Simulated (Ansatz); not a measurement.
Abridged output of a molecular run in Ansatz:

```
Functional definition: HF
1663 factors; integrals over basis functions are off by at most 9.3e-4 eV
mean field evaluation 1: about -25483.4282 eV, gradient 4.9e1 eV
mean field evaluation 2: about -25483.6772 eV, gradient 4.9e1 eV
mean field evaluation 4: about -25489.2030 eV, gradient 4.4e0 eV
mean field evaluation 8: about -25489.3182 eV, gradient 3.3e-1 eV
mean field evaluation 16: about -25489.3193 eV, gradient 1.3e-6 eV
mean field -25489.31934157 eV, -936.7152085216 hartree, gradient 1.3e-6 eV, S^2 0.000000; 0 other end points of the search recorded, 0 dependent functions left out
17 core orbitals not correlated: weight in the atoms' cores, before any rotation towards them, 1.000 or more for the frozen orbitals, at most 0.000 for the correlated occupied ones
reference -25489.31934157 eV, -936.7152085216 hartree; 14, 14 occupied and 255, 255 virtual orbitals, 1663 factors
second order -20.00809832 eV of doubles, -0.00000000 eV of singles
cycle   1  -20.80602678 eV  change   -8.0e-1 eV  update   1.1e-1
cycle   2  -21.36557444 eV  change   -5.6e-1 eV  update   3.4e-2
cycle   3  -21.48388837 eV  change   -1.2e-1 eV  update   1.8e-2
cycle   4  -21.47433062 eV  change    9.6e-3 eV  update   4.9e-3
cycle   5  -21.47137722 eV  change    3.0e-3 eV  update   2.3e-3
cycle   6  -21.47157580 eV  change   -2.0e-4 eV  update   6.9e-4
cycle   7  -21.47121891 eV  change    3.6e-4 eV  update   2.7e-4
cycle   8  -21.47117936 eV  change    4.0e-5 eV  update   8.9e-5
cycle   9  -21.47122992 eV  change   -5.1e-5 eV  update   3.8e-5
cycle  10  -21.47122941 eV  change    5.1e-7 eV  update   1.5e-5
perturbative correction -0.87923529 eV, -0.0323113008 hartree
Total energy: -25511.66980627 eV, -937.5365729494 hartree
```

Its atoms:

```xyz
12

O    -1.5216    2.4584    0.7117
Al   -0.5775    1.0750    0.4615
C    -1.1880   -0.7845    0.3459
Si    0.2729   -1.3754   -0.7022
Si    1.7012    0.4208   -0.1304
H    -1.1715    3.3476    0.7305
H    -2.1809   -1.0291   -0.0335
H    -1.0959   -1.2237    1.3494
H     0.7305   -2.7650   -0.4231
H    -0.0738   -1.2619   -2.1487
H     2.5324    1.0379   -1.1990
H     2.5723    0.0998    1.0380
```

Which basis set was used?
A. def2-SVPD
B. def2-QZVPP
C. def2-TZVPP
D. cc-pV(Q+d)Z

C. It gives 286 functions.

Write the keys of the input that set method, charge and spin (a neutral closed shell needs none for the last two).


```yaml
correlation: {method: ccsd_t}
```
